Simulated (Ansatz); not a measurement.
A set of 12 reactions (ligand exchange), with CCSD(T)/CBS values in kJ/mol:

| reaction | ΔE |
| --- | --- |
| `[NH2][AlH][BH]F` + `CNC` → `C[N](C)[AlH][NH2]` + `BF` | -125.7 |
| `C[CH](C)[SbH2]` + CH₃SH → `C[S][SbH2]` + `CCC` | -68.1 |
| `CCS[Si](O)(O)O` + `CNC` → `CN(C)[Si](O)(O)O` + `CCS` | -1.7 |
| `BN(C)[SiH2]N` + `SBS` → `BSBS` + `CN[SiH2]N` | 64.4 |
| `N[CH2][SnH3]` + `C=N` → `C=[N][SnH3]` + CH₃NH₂ | -19.2 |
| `[OH][Al]([OH])[O][SiH3]` + `CS[SiH2]O` → `CS[SiH2]O[SiH3]` + `[OH][Al]([OH])[OH]` | 2.9 |
| `NB(F)[SiH3]` + H₂Se → `NB(F)[SeH]` + SiH₄ | -71.2 |
| `N[SiH2]S[SiH3]` + `[OH][Ge][Cl]` → `[SiH3][O][Ge][Cl]` + `N[SiH2]S` | -32.2 |
| `ClB(Cl)I` + CH₃OH → `COB(Cl)Cl` + HI | -82.2 |
| `N[SiH2]C(F)[SiH3]` + CH₃OH → `CO[SiH2]N` + `FC[SiH3]` | -115.9 |
| `N[SiH](F)[SiH2]O` + H₂S → `N[SiH](F)S` + `O[SiH3]` | -84.9 |
| `C[BH][InH2]` + `OBF` → `FB[O][InH2]` + `BC` | -79.6 |

Program: Ansatz. Geometries: PBE0-D4/def2-TZVP. ΔE: electronic, gas phase. CBS: MP2 limit from def2 TZ/QZ plus the TZ coupled-cluster correction, frozen cores. This one scheme is used for every species. DFT in def2-TZVPP. B3LYP here is the variant with VWN-RPA as its local correlation; programs differ in this. Elements past krypton have def2 core potentials. For Ge, I, In, Sb, Se, Sn outer-core shells are correlated without core-valence functions, which leaves a few kJ/mol of doubt a bond. Scalar relativity is left out up to krypton. One conformer a species, not always the lowest.

Question: Give the mean, mean absolute and largest difference (level minus CCSD(T)/CBS, kJ/mol) for: r2SCAN-D4, PBE0-D4, ωB97X-V, ωB97M-V, r2SCAN, B3LYP, HF/def2-TZVPP, MP2/def2-TZVPP, CCSD/def2-TZVPP, CCSD(T)/def2-TZVPP, MP2/def2-QZVPP, SCS-MP2/def2-QZVPP, HF/CBS(def2), MP2/CBS(def2). (Best estimate.)

Answer: Ansatz gave: 
| level | mean | mean absolute | largest |
| --- | --- | --- | --- |
| r2SCAN-D4 | 0.4 | 3.3 | -7.9 |
| PBE0-D4 | 5.1 | 6.4 | 17.6 |
| ωB97X-V | 0.3 | 2.7 | -9.4 |
| ωB97M-V | -0.2 | 2.5 | -9.8 |
| r2SCAN | 0.4 | 3.4 | -8.9 |
| B3LYP | -1.0 | 5.7 | -13.4 |
| HF/def2-TZVPP | -9.1 | 10.7 | -23.1 |
| MP2/def2-TZVPP | -1.8 | 4.4 | -13.1 |
| CCSD/def2-TZVPP | -0.6 | 3.6 | -10.1 |
| CCSD(T)/def2-TZVPP | 0.4 | 2.8 | -6.7 |
| MP2/def2-QZVPP | -2.3 | 4.3 | -13.1 |
| SCS-MP2/def2-QZVPP | -3.5 | 4.0 | -8.8 |
| HF/CBS(def2) | -10.0 | 11.4 | -23.5 |
| MP2/CBS(def2) | -2.2 | 4.9 | -12.5 |

The largest T1 diagnostic in the set is 0.016, for `FB[O][InH2]` (customary mark 0.02).

CCSD(T)/CBS is a level of theory with its own doubt, and the functionals carry their triple-zeta basis error, so these figures describe this set and don't rank the functionals.
